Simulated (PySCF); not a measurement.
Computed IR spectrum (relative IR intensity) of a molecule C2H6ClInO. Coordinates come from a B3LYP-D3(BJ)/def2-SVP optimisation. The def2 effective core potentials stand for the cores of In; spin–orbit coupling is left out. Other conformers were not sampled. All values below come from B3LYP-D3(BJ)/def2-SVP in PySCF. Frequencies are harmonic and unscaled.

Lines under 2 % of the strongest are left out, and lines within 2 cm⁻¹ are merged.

ν (cm⁻¹): 95 (vw), 115 (w), 224 (w), 356 (m), 488 (vw), 535 (m), 723 (w), 743 (m), 1113 (vs), 1179 (vw), 1193 (w), 1475 (w), 1480 (w), 2940 (s), 3007 (m), 3030 (m) (against the strongest line: vs over 80 %, s over 45 %, m over 15 %, w over 4 %, vw less)

Pick the molecule that these values belong to.
(A) C[O][In]([CH3])[Cl]
(B) C[CH2][In]([OH])[Cl]
(C) CC[O][InH][Cl]

A, C[O][In]([CH3])[Cl]
